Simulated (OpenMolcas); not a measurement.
CH3ClFIn (SMILES [CH3][In]([F])[Cl]): the HOMO–LUMO gap, rung by rung

CH3ClFIn: 7 atoms, total charge 0, spin state singlet. SMILES: `[CH3][In]([F])[Cl]`. The shape is that of a PBE0-D4/def2-TZVP optimisation.

Quantity: the HOMO–LUMO gap, in eV. The values are calculated.

| level | kind | program | value (eV) | CPU time |
| --- | --- | --- | --- | --- |
| HF/def2-SVP (core potential) | Hartree–Fock | OpenMolcas | 13.02 | 14 s |
| SVWN5/def2-SVP (core potential) | LDA | OpenMolcas | 4.74 | 36 s |
| BLYP/def2-SVP (core potential) | GGA | OpenMolcas | 4.71 | 45 s |
| PBE/def2-SVP (core potential) | GGA | OpenMolcas | 4.86 | 47 s |
| revPBE/def2-SVP (core potential) | GGA | OpenMolcas | 4.92 | 43 s |
| M06-L/def2-SVP (core potential) | meta-GGA | OpenMolcas | 5.44 | 52 s |
| r2SCAN/def2-SVP (core potential) | meta-GGA | OpenMolcas | 5.47 | 54 s |
| M06-2X/def2-SVP (core potential) | hybrid meta-GGA | OpenMolcas | 9.11 | 42 s |

The values span 4.71 to 13.02 eV. Orbital gaps aren't excitation energies; they tend to grow with the share of exact exchange. CPU times are rough (shared hosts, several kinds of processor): they show what a rung costs within a factor of a few.
